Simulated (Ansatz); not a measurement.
C2H6ClGeN can be A, `N/C(Cl)=[CH]/[GeH3]`, or B, `C[N](C)[Ge][Cl]`.

Computed with Ansatz on PBE0-D4/def2-TZVP structures; ΔE is electronic, products minus reactants. CCSD(T)/CBS adds triple-zeta CCSD(T) − MP2 to the extrapolated MP2 energy (def2 sets, frozen cores). DFT in def2-TZVPP. B3LYP here is the variant with VWN-RPA as its local correlation; programs differ in this. For Ge outer-core shells are correlated without core-valence functions, which leaves a few kJ/mol of doubt a bond. Scalar relativity is left out up to krypton. Each species was taken in one conformer, which may not be the lowest.

A:

Z-matrix (Å, degrees):
```
Ge
C 1 1.926
H 1 1.539 2 107.6
H 1 1.539 2 111.6 3 119.4
H 1 1.539 2 111.4 3 -119.2
C 2 1.334 1 125.1 3 -178.4
H 2 1.087 1 118.4 3 0.5
Cl 6 1.737 2 120.8 1 -2.0
N 6 1.374 2 127.6 1 174.6
H 9 1.008 6 114.7 2 16.3
H 9 1.007 6 115.9 2 152.5
```

B:

```xyz
11

C    -0.970   -0.260   -0.580
N     0.329   -0.096    0.021
C     0.366    0.943    1.025
Ge    1.892   -0.983   -0.289
Cl    1.212   -2.388   -1.860
H    -0.949   -1.051   -1.327
H    -1.293    0.671   -1.063
H    -1.719   -0.515    0.180
H     0.095    1.917    0.598
H     1.370    1.031    1.452
H    -0.332    0.730    1.843
```

(1) Which isomer does CCSD(T)/CBS put lower? Give the gap. (An estimate is asked.)

(2) Give E(B) − E(A) in kcal/mol with B3LYP, r2SCAN-D4, CCSD/def2-TZVPP, B3LYP-D4, PBE0-D4, B2PLYP, HF/def2-TZVPP. (Estimate.)

Largest T1 diagnostic: 0.014.

Results:

(1) The calculation gave: B, by 49.8 kcal/mol.

(2) Computed: B3LYP -52.0, r2SCAN-D4 -47.5, CCSD/def2-TZVPP -47.6, B3LYP-D4 -52.6, PBE0-D4 -48.6, B2PLYP -50.6, HF/def2-TZVPP -48.5. None reverses the order clearly.

From PBE to PBE0 (25 % exact exchange), in def2-TZVPP and without D4, E(B) − E(A) moves by +1.1 kcal/mol. In def2-TZVPP, CCSD(T) changes the Hartree–Fock value by +1.4 kcal/mol (the triples alone add +0.4 kcal/mol) and MP2 by +1.3 kcal/mol.
